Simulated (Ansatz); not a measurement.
CH$_{4}$FGaO$_{2}$ (`O[CH2][Ga]([OH])[F]`). Total charge 0; spin multiplicity 1. Geometry: relaxed with PBE0-D4/def2-TZVP. It is one conformer, not always the lowest.

```xyz
9

O     1.148    0.978    1.317
C     0.269   -0.090    1.041
Ga   -0.319   -0.023   -0.846
O    -0.903   -1.131   -2.099
F    -0.255    1.638   -1.433
H     0.805    1.783    0.918
H    -0.611   -0.084    1.698
H     0.807   -1.019    1.241
H    -0.941   -2.053   -1.836
```

Task: What is the dipole moment at PBE/def2-TZVPP? (An estimate is asked.)

Result: The calculation gave: 3.16 D, with components (-0.67, -2.50, 1.81) D in this frame, pointing from negative to positive charge.

Task: And with r2SCAN, B3LYP, ωB97M-V? (Best estimate.)

Result: Computed: r2SCAN 3.25 D, B3LYP 3.35 D, ωB97M-V 3.33 D.

Task: Give the Mulliken charges with PBE, B3LYP, r2SCAN in def2-TZVPP. (Estimate.)

Result: Ansatz gave: 
```
atom    PBE  B3LYP  r2SCAN
  O1  -0.29  -0.33   -0.34
  C2  -0.14  -0.13   -0.06
 Ga3   0.55   0.67    0.67
  O4  -0.34  -0.38   -0.40
  F5  -0.36  -0.41   -0.40
  H6   0.20   0.20    0.22
  H7   0.10   0.10    0.07
  H8   0.10   0.11    0.07
  H9   0.17   0.17    0.19
```

B3LYP here is the variant with VWN-RPA as its local correlation; programs differ in this.
